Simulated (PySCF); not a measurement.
# How the method changes the shape and vibrations of Al2CH3O cation

These are calculations, not measurements. The program is PySCF 2.14.0, an open-source quantum chemistry code, run on an isolated molecule that a program drew, which may never have been made. The molecule is Al2CH3O cation (charge +1, singlet), drawn as the SMILES string `[CH3][Al+][Al]=[O]`.

The geometry was optimised and harmonic frequencies were computed with HF and MP2, all in the cc-pV(D+d)Z basis, for the commonest isotopes, with a restricted reference for singlets and an unrestricted one otherwise, and a frozen core in MP2. Each result is a local minimum of its method.

Geometry at the HF minimum:
```xyz
7
Al2CH3O cation, angstrom
C    -0.3766    0.8869    0.2920
Al   -1.1269   -0.4403    1.4581
Al   -2.1519   -2.2486    3.0421
O    -2.7655   -3.3315    3.9891
H    -0.5399    0.6062   -0.7530
H     0.6996    0.9796    0.4673
H    -0.8473    1.8582    0.4727
```

Lengths of the bonds as drawn, in Å (atoms numbered as above):
| bond | HF | MP2 |
|---|---|---|
| C1-Al2 | 1.919 | 1.918 |
| Al2-Al3 | 2.613 | 2.614 |
| Al3-O4 | 1.564 | 1.636 |
| C1-H5 | 1.094 | 1.106 |
| C1-H6 | 1.094 | 1.106 |
| C1-H7 | 1.094 | 1.106 |

Rotational constants, in GHz:
```
constant     HF    MP2
       A  158.4  155.2
       B  1.297  1.275
       C  1.297  1.275
```

Harmonic frequencies in cm^-1, each column in rising order, so a row needn't be the same motion in every method:
```
rank,HF,MP2
1,80,61
2,80,61
3,155,136
4,155,136
5,283,?
6,700,654
7,715,654
8,715,698
9,1213,1025
10,1329,1217
11,1511,1406
12,1511,1406
13,3156,3061
14,3257,3175
15,3257,3175
```

**Estimate the missing MP2 frequency from the HF column.**

A single factor s that minimises the squared misfit of MP2 against s times HF over the other rows is sum(HF x MP2) / sum(HF^2) = 0.9599, with an rms misfit of 50 cm^-1. For rank 5 it gives 0.9599 x 283 = 272 cm^-1. The calculation gives 264 cm^-1, 8 cm^-1 below the estimate. The drawn bonds are on average 1.3 % longer in MP2 than in HF.
